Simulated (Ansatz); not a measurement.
CH2N, SMILES C=[N], multiplicity 2.

The structure is a stationary point at B3LYP-D3(BJ)/def2-TZVPD. The isomer is the one that the SMILES or the coordinates give; other isomers of the formula were not compared.

Two levels are set side by side: PBE/def2-TZVPD (Ansatz, a quantum-chemistry and plane-wave program) and ωB97X-V/def2-TZVPD (Ansatz). Energy differences of separate SCF runs at the same geometry; the states with an electron removed or added have multiplicity 1 and 1. Differences are taken from unrounded values.

```json
[
 {"quantity": "vertical ionisation energy (eV)", "ωB97X-V": "10.61"}
]
```

Q: What does PBE give, and how far is it from ωB97X-V? (Estimate from the structure and the level; the computed values follow.)

A: 
| quantity | PBE | PBE minus ωB97X-V |
|---|---|---|
| vertical ionisation energy (eV) | 10.54 | -0.06 |

Here PBE gives about what the other level gives.
